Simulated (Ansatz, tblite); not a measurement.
Cost and result up the ladder for Ga2H3 (the lowest doublet isomer of a short search) (5 atoms). The state is a doublet with charge 0. Geometry: r2SCAN-D4/def2-TZVP.

Cartesian coordinates in Å:
```
Ga -0.0873 -1.0341 0.9590
Ga 0.0937 0.6514 -0.6873
H -0.4992 -1.7203 2.3083
H 1.4005 1.5021 -0.6982
H -0.9076 0.6008 -1.8819
```

Ansatz on 4 threads of Arm Neoverse V2 on a shared host; xTB runs through tblite on one thread. Times are rough, summed over both states, and most runs start from the orbitals of an earlier one. CCSD(T)/def2-TZVPP serves as the yardstick here, not as an exact answer. The other state is a singlet.

The xTB rows come from tblite. Correlated methods freeze 18 core orbitals; core or outer-core shells of Ga are correlated, in sets that lack core-valence functions. The structure comes from a short search, and lower isomers may exist.

Correlated methods converge slowly with the basis.

Raw xTB energies of ions are shifted by several eV, and xTB has no spin-polarisation term.

| level | functions | wall time | vertical IE (eV) | difference from CCSD(T)/def2-TZVPP (eV) |
| --- | --- | --- | --- | --- |
| GFN2-xTB | 21 | 0.003 s | 10.26 | 3.42 |
| GFN1-xTB | 24 | 0.004 s | 10.16 | 3.31 |
| PBE-D4/def2-TZVP | 114 | 1.7 s | 6.95 | 0.11 |
| PBE0-D4/def2-TZVP (with forces) | 114 | 3.4 s | 6.94 | 0.10 |
| r2SCAN-D4/def2-TZVP | 114 | 3.5 s | 7.09 | 0.24 |
| CCSD(T)/def2-TZVPP | 138 | 39 s | 6.84 | 0.00 |
